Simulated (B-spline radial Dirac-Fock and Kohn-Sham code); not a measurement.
Radiative decay of the 2s hole in Nd⁺

System: neodymium as Nd⁺, [Xe] 4f4 6s1.

Input of the calculation (task.json; shells as n, l, electrons):

```json
{"items": [{
  "Z": 60,
  "q": 1,
  "cfg": [[1, 0, 2], [2, 0, 2], [2, 1, 6], [3, 0, 2], [3, 1, 6], [3, 2, 10], [4, 0, 2], [4, 1, 6], [4, 2, 10], [4, 3, 4], [5, 0, 2], [5, 1, 6], [6, 0, 1]],
  "A": 142,
  "rrms": 4.9123,
  "do": ["binding", "quiet", "decay"],
  "holes": ["K", "L1", "L2", "L3", "M1", "M2", "M3", "M4", "M5", "N1", "N2", "N3", "N4", "N5"]
}]}
```

Command: `python xray_run.py task.json out`

Method: independent-particle radiative and Coulomb Auger rates from relativistic LDA hole-state orbitals, with Dirac-Fock energies. Computed with a radial atomic solver.

| line | multipole | energy (eV) | width (meV) | share (%) |
| --- | --- | --- | --- | --- |
| L1-L2 | E1 | 409.6 | 0.123 | 0.0424 |
| L1-L3 | E1 | 923.4 | 3.11 | 1.07 |
| Lβ4 (L1-M2) | E1 | 5727.4 | 88.9 | 30.6 |
| Lβ3 (L1-M3) | E1 | 5831.9 | 133 | 45.7 |
| L1-M4 | E2 | 6131.9 | 1.69 | 0.583 |
| L1-M5 | E2 | 6153.8 | 2.53 | 0.872 |
| Lγ2 (L1-N2) | E1 | 6873.6 | 20.7 | 7.14 |
| Lγ3 (L1-N3) | E1 | 6896.1 | 32.0 | 11.0 |
| L1-N4 | E2 | 7008.3 | 0.221 | 0.0762 |
| L1-N5 | E2 | 7012.2 | 0.339 | 0.117 |
| L1-O2 | E1 | 7108.9 | 3.13 | 1.08 |
| Lγ4 (L1-O3) | E1 | 7111.9 | 4.77 | 1.64 |

The listed lines hold 100.0 % of the radiative rate. The radiative width is 0.290 eV in the length form and 0.291 eV in the velocity form; the two differ because the transition energies are not eigenvalue differences of the potential that gave the orbitals.
